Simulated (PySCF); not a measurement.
C3H5ClOSi, SMILES Cl[Si@@H]1C=COC1. Atoms are numbered in the order given.

```xyz
11

Cl    -1.9451    -0.7399     0.6610
Si    -0.3663    -0.2802    -0.6250
C      1.2660    -0.9537    -0.1375
C      2.0336     0.0969     0.2462
O      1.6066     1.3696     0.1889
C      0.2781     1.5005    -0.3723
H     -0.8867    -0.5561    -1.9903
H      1.6477    -1.9725    -0.0598
H      3.0562     0.0391     0.6383
H     -0.3171     2.1180     0.3182
H      0.3751     2.0535    -1.3226
```

The structure is a stationary point at r2SCAN-D4/def2-SVP. The structure was generated by enumeration; whether it is a known compound was not checked. Other conformers were not sampled.

These are PBE/def2-TZVP (PySCF) values and carry that method's errors.

ESP charges are fitted to the potential on shells at 1.4 to 2.0 van der Waals radii. Atomic charges (e):

```json
[
 {"atom": "Cl1", "ESP fit": "___", "meta-Löwdin": "-0.30"},
 {"atom": "Si2", "ESP fit": "0.39", "meta-Löwdin": "0.73"},
 {"atom": "C3", "ESP fit": "___", "meta-Löwdin": "-0.48"},
 {"atom": "C4", "ESP fit": "0.12", "meta-Löwdin": "0.12"},
 {"atom": "O5", "ESP fit": "-0.20", "meta-Löwdin": "-0.28"},
 {"atom": "C6", "ESP fit": "-0.17", "meta-Löwdin": "-0.26"},
 {"atom": "H7", "ESP fit": "-0.07", "meta-Löwdin": "-0.09"},
 {"atom": "H8", "ESP fit": "___", "meta-Löwdin": "0.14"},
 {"atom": "H9", "ESP fit": "___", "meta-Löwdin": "0.14"},
 {"atom": "H10", "ESP fit": "___", "meta-Löwdin": "0.14"},
 {"atom": "H11", "ESP fit": "___", "meta-Löwdin": "0.14"}
]
```

Problem. Complete the blanks. (Estimate from the structure and the level; the computed values follow.)

Solution. 
- Cl1, ESP fit: -0.19
- C3, ESP fit: -0.45
- H8, ESP fit: 0.19
- H9, ESP fit: 0.12
- H10, ESP fit: 0.13
- H11, ESP fit: 0.13

Problem. Give the Mayer and Wiberg (Löwdin basis) orders of the bonds. (Estimate from the structure and the level; the computed values follow.)

Solution. 
| bond | Mayer | Wiberg |
|---|---|---|
| Cl1–Si2 | 1.16 | 1.78 |
| Si2–C3 | 1.07 | 1.18 |
| C3–C4 | 1.71 | 1.95 |
| C4–O5 | 1.19 | 1.70 |
| Si2–C6 | 0.98 | 1.07 |
| O5–C6 | 0.93 | 1.35 |
| Si2–H7 | 0.92 | 0.90 |
| C3–H8 | 0.93 | 0.85 |
| C4–H9 | 0.95 | 0.85 |
| C6–H10 | 0.94 | 0.89 |
| C6–H11 | 0.93 | 0.88 |
